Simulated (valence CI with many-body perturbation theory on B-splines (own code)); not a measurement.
Ta⁺: electric-dipole lines

Level of theory: configuration interaction combined with many-body perturbation theory (CI+MBPT): four valence electrons over a frozen Dirac-Fock core [Xe] 4f14, a basis of 7 s, 7 p, 8 d, 6 f, 4 g, 1 h functions for each j, with the one-electron correlation potential Σ1, the two-electron term Σ2, the three-electron term Σ3, Breit, model QED; selected CI, second order for the rest (own B-spline code, finite nucleus).

Set against measurement, 13 paired levels are off by 283 cm⁻¹ on average, the worst by 735. These come from a selection out of the NIST Handbook of Basic Atomic Spectroscopic Data. Levels without a partner in it may be off by more, other configurations by 1,000 to 4,000 cm⁻¹. Among the levels kept, up to 520 cm⁻¹ of a level comes from second order outside the variational space, and about a tenth of that is noise between levels of different J, which matters for small intervals. 5 measured levels below the end of the list, from 37231 cm⁻¹ on, found no clear computed partner, and computed levels of the same name lie up to 15259 cm⁻¹ from them.

Lines 251 to 300 of 567 in falling wavelength, among levels below 58852 cm⁻¹, chosen from the strongest by gf and those to the six lowest levels. Wavelengths and rates use the calculated energies, so an error of 300 cm⁻¹ moves a line at 254.5 nm by 0.76 % and its rate by three times that or more. Electric multipoles are in the length gauge, E1 and E2 with the static RPA response of the core. Weak lines are less certain than strong ones. Lines between different terms over intervals too small for the method are left out, as are lines whose strength nearly cancels. Where a level lies close to another of its J and parity, the split of strength between their lines is uncertain. The highest levels of a list are the least certain.

Names give the largest LS component (configuration and term), which can be under half, so a name can repeat, a term be missing and a line seem to break the LS rules; names also repeat where a configuration has a term twice. Letters in brackets count levels of one name in rising energy.

```tsv
λ vac (nm)	Upper	Lower	A (s⁻¹)	log gf	Branch %
254.5	5d³6p ¹P°_1 [a]	5d³6s ⁵P_2	8.25e+07	-0.62	18.2
253.7	5d²6s6p ⁵D°_4 [a]	5d³6s ⁵F_3	2.61e+07	-0.64	31.4
253.7	5d³6p ⁵F°_1 [b]	5d³6s ³P_0 [a]	5.72e+06	-1.78	2.1
253.3	5d³6p ³P°_1	5d³6s ³P_0 [b]	4.62e+07	-0.88	9.4
253.3	5d²6s6p ³G°_4 [a]	5d³6s ³G_4	1.49e+07	-0.89	5.4
253.3	5d³6p ³D°_3	5d²6s² ³F_2	2.81e+07	-0.72	13.8
253.1	5d³6p ⁵F°_2 [b]	5d³6s ³P_1 [a]	3.10e+07	-0.83	9.9
253.0	5d³6p ³G°_5 [a]	5d³6s ¹G_4	3.92e+07	-0.38	12.1
252.8	5d³6p ³I°_5	5d⁴ ⁵D_4 [b]	3.71e+07	-0.41	12.4
252.7	5d³6p ⁵D°_1 [b]	5d³6s ⁵P_1	1.67e+08	-0.32	41.4
252.5	5d³6p ⁵S°_2	5d³6s ³P_2 [b]	3.01e+07	-0.84	5.7
252.5	5d³6p ⁵D°_3 [b]	5d³6s ³F_2 [a]	5.60e+07	-0.43	15.0
252.4	5d³6p ³I°_6	5d³6s ³H_5	9.53e+07	0.07	32.3
252.4	5d²6s6p ⁵F°_4	5d³6s ⁵F_4	2.18e+06	-1.73	2.2
252.0	5d³6p ³I°_6	5d³6s ³H_6	7.66e+07	-0.02	25.9
252.0	5d²6s6p ³D°_3 [b]	5d³6s ³D_3 [a]	2.66e+07	-0.75	8.8
251.5	5d²6s6p ⁵P°_3 [a]	5d³6s ³G_4	2.26e+07	-0.82	6.2
251.3	5d²6s6p ³D°_2	5d²6s² ¹D_2 [a]	4.45e+07	-0.68	10.9
251.0	5d²6s6p ⁵P°_2	5d³6s ³G_3	6.58e+07	-0.51	26.2
250.8	5d²6s6p ³G°_3 [b]	5d³6s ³F_2 [a]	3.24e+07	-0.67	12.8
250.8	5d²6s6p ³D°_1 [b]	5d²6s² ¹D_2 [a]	7.04e+07	-0.70	16.9
250.3	5d³6p ¹P°_1 [b]	5d³6s ³P_2 [b]	4.07e+07	-0.94	13.5
250.3	5d²6s6p ³G°_3 [a]	5d³6s ⁵F_4	4.30e+06	-1.55	2.6
250.3	5d³6p ⁵P°_3 [b]	5d⁴ ⁵D_4 [a]	2.44e+07	-0.79	5.3
250.2	5d³6p ³P°_2 [c]	5d³6s ³D_1 [b]	2.75e+07	-0.89	10.5
250.2	5d³6p ⁵G°_5 [a]	5d³6s ⁵F_4	1.19e+08	0.09	53.9
249.6	5d³6p ³P°_0	5d³6s ³D_1 [a]	3.52e+08	-0.48	78.1
249.6	5d³6p ³D°_2 [b]	5d³6s ⁵F_2	1.79e+07	-1.08	9.1
249.4	5d³6p ³H°_5 [c]	5d³6s ³F_4	2.15e+07	-0.66	4.1
249.2	5d³6p ⁵D°_3 [c]	5d³6s ¹G_4	5.82e+07	-0.42	16.7
248.9	5d²6s6p ⁵D°_1 [c]	5d³6s ³P_2 [a]	6.01e+07	-0.78	38.5
248.8	5d²6s6p ⁵P°_1	5d³6s ⁵P_2	1.87e+08	-0.28	44.5
248.8	5d²6s6p ³F°_4	5d³6s ⁵F_4	3.94e+06	-1.48	3.9
248.7	5d²6s6p ¹G°_4	5d³6s ³G_4	1.62e+07	-0.87	6.5
248.5	5d³6p ³H°_5 [c]	5d³6s ³H_5	1.14e+08	0.06	21.5
248.5	5d²6s6p ⁵D°_3 [b]	5d²6s² ³F_4	1.96e+07	-0.90	7.6
248.4	5d³6p ³G°_3 [a]	5d³6s ⁵F_3	3.28e+06	-1.67	2.1
248.4	5d³6p ³F°_4	5d³6s ⁵F_5	6.65e+07	-0.26	25.9
248.3	5d³6p ⁵D°_2 [b]	5d³6s ⁵P_1	5.56e+07	-0.59	12.4
248.2	5d³6p ⁵F°_2 [a]	5d²6s² ³F_2	2.30e+07	-0.97	6.9
248.2	5d³6p ⁵F°_3	5d³6s ³P_2 [a]	2.17e+07	-0.85	4.5
248.1	5d³6p ³H°_5 [c]	5d³6s ³H_6	3.13e+07	-0.50	5.9
247.9	5d²6s6p ⁵D°_2 [a]	5d³6s ⁵F_1	5.18e+06	-1.62	15.4
247.8	5d³6p ⁵D°_0 [b]	5d³6s ⁵P_1	1.81e+08	-0.78	57.1
247.7	5d³6p ⁵D°_3 [a]	5d³6s ⁵F_2	1.29e+07	-1.08	10.4
247.7	5d²6s6p ³D°_3 [a]	5d³6s ⁵F_4	3.46e+06	-1.65	3.6
247.6	5d³6p ⁵P°_2 [b]	5d³6s ⁵P_3	2.19e+08	0.00	52.5
247.4	5d²6s6p ¹D°_2	5d³6s ⁵F_3	2.55e+07	-0.93	23.2
246.8	5d²6s6p ³H°_4 [a]	5d⁴ ⁵D_4 [b]	4.92e+07	-0.39	11.4
246.7	5d²6s6p ³G°_4 [a]	5d³6s ³G_3	3.08e+07	-0.60	11.3
```
